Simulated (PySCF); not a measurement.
These 2 structures share the formula C7H11F. The calculation used PySCF 2.14.0, PBE0-D3(BJ)/def2-SVP geometry optimisation, gas phase. One conformer each; no zero-point energy, no entropy. No frequencies were run at this level. Point groups hold within 0.08 Å.

Question: Rank from lowest to highest electronic energy at this level (kcal/mol).
A. `F[C@]12CCC[C@H](C1)C2`
B. `[CH2:1]=[CH:2][C@H:3]([F:4])/[CH:5]=[CH:6]/[CH2:7][CH3:8]` with C1–C2–C3–F4 4°, C2–C3–C5–C6 -115°, C5–C6–C7–C8 122°

Answer: A (0.0), B (28.8).

As drawn, the lower has a four-membered ring, which the higher lacks; the higher has a C=C bond outside aromatic rings, which the lower lacks.

```csv
SMILES,E (Eh),E rel (kcal/mol),dipole (D),point group,"A, B, C (MHz)"
F[C@]12CCC[C@H](C1)C2,-372.51722,0.0,1.83,C1,"3384, 2078, 1663"
C=C[C@H](F)/C=C/CC,-372.47132,28.8,2.03,C1,"5483, 791.2, 729.6"
```

Q: How do the relative energies change in single points at CAM-B3LYP/def2-SVPD (no added dispersion term) on the same geometries?

A: 
| SMILES | PBE0-D3(BJ)/def2-SVP (kcal/mol) | CAM-B3LYP/def2-SVPD (kcal/mol) | shift |
| --- | --- | --- | --- |
| F[C@]12CCC[C@H](C1)C2 | 0.0 | 0.0 | 0.0 |
| C=C[C@H](F)/C=C/CC | 28.8 | 20.5 | -8.3 |

Each column counts from its own lowest isomer. The order is unchanged; the largest shift is 8.3 kcal/mol.
